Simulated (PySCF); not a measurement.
# Computed structure and properties of [LaBr2]+

System: [LaBr2]+ (singlet); start: template (C2v). Method: PySCF 2.14.0, RKS PBE0, La def2-SVP with ECP46, Br def2-SVP; non-relativistic Hamiltonian with scalar-relativistic core potentials where named; density fitting; no spin-orbit coupling.

Input of the relaxation:

```python
mol = gto.M(atom='''
La     0.00000     0.00000    -0.62237
Br     2.61450    -0.00000     0.54773
Br    -2.61450     0.00000     0.54773''',
    basis={'La': 'def2-SVP', 'Br': 'def2-SVP'},
    ecp={'La': 'def2-SVP'},
    charge=1, spin=0)
mf = dft.RKS(mol, xc='PBE0')
mf.grids.atom_grid = (50, 194)  # f atoms: unpruned, at least (60, 302)
mf = mf.density_fit()  # fitting sets: La def2-universal-JKFIT, Br def2-universal-JKFIT
mf.conv_tol = 1e-08; mf.max_cycle = 55
mf.kernel(dm0)  # dm0: converged density of the start geometry
# quasi-Newton relaxation in Cartesian coordinates to a largest gradient under 0.00045 Eh/bohr, steps kept in the point group
```

Run from Python with OMP_NUM_THREADS=2; the lines above give its settings. Where DIIS fails, smearing, a level shift and second-order steps follow.
It took 2.4 min on 2 threads of Intel(R) Xeon(R) Processor @ 2.50GHz (Skylake/Cascade Lake), on a shared host, from the converged density of the start.

Course of the relaxation:

| step | energy above end (eV) | largest force component within the symmetry (eV/Å) |
| --- | --- | --- |
| 0 | 0.5349 | 1.746 |
| 1 | 0.2261 | 0.984 |
| 2 | 0.1015 | 0.652 |
| 3 | 0.0543 | 0.323 |
| 4 | 0.0141 | 0.444 |
| 5 | 0.0040 | 0.135 |
| 6 | 0.0002 | 0.017 |
| 7 | 0.0000 | 0.001 |

Relaxed geometry (C2v):

```xyz
3

La    0.0000    0.0000   -0.8973
Br    2.1280    0.0000    0.6852
Br   -2.1280    0.0000    0.6852
```

```tsv
contact	Å
La1–Br2 (Br)	2.652
La1–Br3 (Br)	2.652
```

On the finer grid (75, 302):

```yaml
HOMO: -12.61 eV
LUMO: -7.47 eV
Dipole_about_the_centre_of_mass: 8.35 D
Set_of_Mulliken_populations_of_La1_outside_the_core_potential: s 2.16, p 6.12, d 1.34, f 0.10
D3_BJ_dispersion_energy_not_in_the_energies: -0.110 eV
```

```csv
atom,Mulliken (e),Löwdin (e),spin (e)
La1,1.28,0.65,0.00
Br2,-0.14,0.17,0.00
Br3,-0.14,0.17,0.00
```

On the grid (50, 194), as all that follows. Harmonic modes: a minimum within the noise of the softest modes; lowest 52 cm⁻¹ (negative: unstable), highest 269 cm⁻¹, zero-point energy 0.036 eV.

Taking off one Br (charge -1, singlet; the rest: singlet) in vacuum, both parts rigid, costs 13.06 eV; the small basis without counterpoise inflates it. Most of it is the attraction of opposite charges; other ways to part are cheaper, and one spin state was tried for the rest.

Rigid scan of Br along the line from its metal:

| distance to Br2 (Å) | energy (eV) |
| --- | --- |
| 2.35 | 0.876 |
| 2.45 | 0.344 |
| 2.55 | 0.075 |
| 2.65 | 0.000 |
| 2.75 | 0.056 |
| 2.85 | 0.206 |
| 3.05 | 0.667 |
| 3.35 | 1.519 |
| 3.75 | 2.625 |
| 4.25 | 3.739 |

One start shape was tried, so this needn't be the lowest isomer.
